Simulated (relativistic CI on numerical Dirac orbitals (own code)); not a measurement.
# Hyperfine structure of Tl LIII, mass number 205

Computed by Dirac-Coulomb-Breit CI, orbitals from a KLI potential per configuration, model QED, unscaled Slater integrals (own radial code, finite nucleus).

CI space (outside the closed core [Ar]): 3d10 4s, 3d10 4p, 3d10 4d, 3d10 4f, 3d10 5s, 3d10 5p, 3d10 5d, 3d10 5f, 3d10 5g, 3d9 4p2, 3d10 6s, 3d10 6p, 3d9 4s2, 3d8 4s 4p2, 3d9 4p 4d, 3d10 6d. Levels of other configurations are missing.

Nuclear spin I = 1/2, μ = 1.632 μN (tables of Stone and Pyykkö). The electronic factors are computed for point nuclear moments, without core polarisation or the Bohr-Weisskopf and QED corrections.

| Level | E (eV) | A (GHz) |
| --- | --- | --- |
| 3d10 4s 2S_1/2 | 0.00 | 9155 |
| 3d10 4p 2P°_1/2 | 115.46 | 2985 |
| 3d10 4p 2P°_3/2 | 278.93 | 290.4 |
| 3d10 4d 2D_3/2 | 452.97 | 149.6 |
| 3d10 4d 2D_5/2 | 487.54 | 58.57 |
| 3d10 4f 2F°_5/2 | 672.39 | 32.25 |
| 3d10 4f 2F°_7/2 | 681.82 | 17.48 |
| 3d10 5s 2S_1/2 | 1261.31 | 4323 |

Levels with J = 0, under 50 % of one LS term, or S terms without an open s electron are left out. Small factors come from cancelling terms and can be off by tens of per cent or more.

At this charge energies of transitions that change n are usually good to better than 1 %, and those within a shell (Δn = 0) to a few per cent.

Problem. Give the hyperfine levels of 3d10 4s 2S_1/2 relative to its centre of gravity.

Solution. With K = F(F + 1) − I(I + 1) − J(J + 1), E = AK/2: F = 0: -6866, F = 1: 2289 GHz.

LS names give the leading component of a level, which can be under half, so a name can repeat, a term be missing and a line seem to break the LS rules.
